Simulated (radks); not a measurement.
Values are calculated unless marked as measured or tabulated.
Question: Ionisation of the germanium ion Ge3+, [Ar] 3d10 4s1, to Ge4+, [Ar] 3d10, under several functionals. Scalar-relativistic Kohn-Sham, spin-polarised, spherical densities, point nucleus; open shells are filled with parallel spins first; a radial shooting solver on a logarithmic mesh with Libxc functionals. Known Delta-SCF values: SOGGA 46.472 eV; RPBE 46.509 eV. What does PW91 give, and what is its highest occupied eigenvalue?

Answer: 46.824 eV by Delta-SCF; the 4s eigenvalue is -41.308 eV. NIST: 45.716 eV (measured).
